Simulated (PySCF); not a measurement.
KH: from constants to spectrum

PBE0 constants of KH, ¹Σ⁺ (singlet), closed shell (basis K x2c-TZVPall, H x2c-TZVPall; spin-free X2C with a Gaussian nucleus; PySCF 2.14; masses 38.9637 and 1.0078 u):

| Property | Result |
| --- | --- |
| ωe | 975.8 cm⁻¹ |
| ωexe | 14.2 cm⁻¹ |
| Be | 3.3595 cm⁻¹ |
| αe | 0.0802 cm⁻¹ |
| De to K + H | 1.65 eV |

What force constant and bond length do these constants imply?

Reduced mass μred = 0.98241 u; k = 5.8918×10⁻⁷·μred·ωe² (u, cm⁻¹, mdyn/Å) = 0.551 mdyn/Å; Re = √(16.8576/(μred·Be)) (u, cm⁻¹, Å) = 2.260 Å.

Estimate the centrifugal constant D from the Kratzer relation and find the Dunham coefficient a1.

D = 4Be³/ωe² = 0.000159 cm⁻¹; a1 = −1 − αeωe/(6Be²) = -2.16.

Measured values (Huber and Herzberg, Constants of Diatomic Molecules (1979)): ωe = 983.6 cm⁻¹, ωexe = 14.32 cm⁻¹, Be = 3.4123 cm⁻¹, αe = 0.0817 cm⁻¹.
